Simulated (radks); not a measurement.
Task: Coherent X-ray form factor from a spherical all-electron density. Method: scalar-relativistic Kohn-Sham, LB94 model potential, spin-polarised, spherical densities, finite nucleus; Fermi nuclear charge, rms radius of each element as measured or else 0.836 A^(1/3) + 0.57 fm; computed with a radial shooting solver on a logarithmic mesh with Libxc functionals.

| sin(theta)/lambda (1/angstrom) | f0 (electrons) |
|---|---|
| 0.05 | 56.870 |
| 0.1 | 56.481 |
| 0.15 | 55.843 |
| 0.2 | 54.968 |
| 0.25 | 53.876 |
| 0.3 | 52.587 |
| 0.4 | 49.524 |
| 0.5 | 46.002 |
| 0.6 | 42.247 |
| 0.8 | 34.837 |
| 1 | 28.470 |
| 1.25 | 22.623 |
| 1.5 | 18.866 |
| 2 | 14.798 |

The species is in the configuration that NIST lists as its ground one. Which atom or ion scatters so?

Result: The gold ion Au22+, [Kr] 4d10 4f11. Extrapolating in s^2 from the first two rows gives f0(0) = 57.0, near the electron count 57; among species with that count, the fall with angle is slower the higher Z, and the table is that of Z = 79; from so few rows the species is fixed only to a neighbour or two.
